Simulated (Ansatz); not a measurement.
Relaxation of CH$_{7}$BClNSi (12 atoms, charge 0, multiplicity 1), to a largest force component of 0.015 eV/Å in at most 40 steps.

The calculation used RKS r2SCAN/def2-SVP (Ansatz 0.2.0).

```xyz
12
Properties=species:S:1:pos:R:3:forces:R:3
N -0.197 1.796 0.846 -1.76 3.24 -0.05
C -0.800 0.528 0.505 0.96 -0.64 0.51
B 0.341 -0.544 0.413 0.56 0.63 1.02
Si 0.810 -1.490 -1.229 -1.52 -0.23 -0.52
Cl 1.221 -0.132 -2.745 0.09 0.03 -0.10
H -1.022 2.554 0.761 2.50 -1.87 0.32
H 0.078 1.835 1.841 -0.18 -0.21 -0.50
H -1.492 0.235 1.274 -1.19 -0.76 0.60
H -1.312 0.600 -0.433 -0.67 0.28 -0.89
H 1.038 -0.765 1.404 -0.35 0.13 -0.13
H -0.470 -2.259 -1.600 0.58 0.15 -0.05
H 1.881 -2.415 -1.005 0.98 -0.75 -0.22
```

Question: Where does it end, and by what steps?

Answer: It converged. After 34 steps the energy has fallen by 1.362 eV; H8 moved furthest, 1.82 Å. Parted: C2–H8 (1.07 → 2.31 Å). Joined: B3–H8 (2.17 → 1.22 Å).

```csv
step,energy less start (eV),largest force component (eV/Å),accepted
0,0.0000,3.239,yes
2,-0.4805,0.455,yes
4,-0.5025,0.110,yes
6,-0.5157,0.311,yes
8,-0.5827,0.424,yes
10,-0.6882,0.719,yes
12,-0.7588,0.460,yes
14,-0.8337,0.784,yes
16,-0.8950,0.627,yes
18,-0.9670,0.838,yes
20,-1.0462,2.154,yes
22,-1.2274,1.283,yes
24,-1.2339,1.114,no
26,-1.3292,0.158,yes
28,-1.3487,0.291,yes
30,-1.3608,0.096,yes
32,-1.3620,0.035,yes
34,-1.3622,0.015,yes
```

```xyz
12
Properties=species:S:1:pos:R:3
N 0.092 1.739 1.013
C -0.597 0.863 0.301
B -0.654 -0.642 0.534
Si 0.622 -1.230 -0.927
Cl 0.003 -0.590 -2.837
H 0.213 2.708 0.735
H 0.579 1.431 1.851
H -1.676 -1.173 0.131
H -1.084 1.314 -0.577
H -0.142 -1.049 1.568
H 0.701 -2.721 -0.985
H 2.019 -0.706 -0.772
```

The run took 3.5 min on 2 threads of Intel(R) Xeon(R) Platinum 8175M CPU @ 2.50GHz (Skylake/Cascade Lake) (shared host), peak memory 0.23 GiB.
